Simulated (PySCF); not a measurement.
**Correlation energy of F (fluorine, neutral)**

[He] 2s2 2p5, 2P determinant. All numbers are calculated (PySCF 2.14, the spin-free X2C one-electron Hamiltonian (Gaussian nucleus), in cc-pVDZ-DK (3s2p1d, 14 functions)). Frozen: 1s2; 7 electrons correlated.

MP2 pair energies summed by pair of shells (mhartree):

```json
{"pair": "2p-2p", "energy": "-90.36", "share (%)": "64.2"}
{"pair": "2s-2p", "energy": "-42.75", "share (%)": "30.4"}
{"pair": "2s-2s", "energy": "-7.61", "share (%)": "5.4"}
```

Total MP2 correlation energy: -140.72 mhartree.

Same-spin part -35.77 and opposite-spin part -104.95 mhartree; SCS-MP2 scales them by 1/3 and 6/5 to -137.86 mhartree.

| level | correlation energy (mhartree) |
| --- | --- |
| CCSD | -151.57 |
| (T) | -0.89 |
| CCSD(T) | -152.46 |

Diagnostics: T1 = 0.0027, D1 = 0.0051, largest double amplitude 0.048.

Cost of the coupled-cluster step: 0.06 s of wall time on 1 thread of INTEL(R) XEON(R) PLATINUM 8581C CPU @ 2.30GHz (shared host), for 7 correlated electrons.
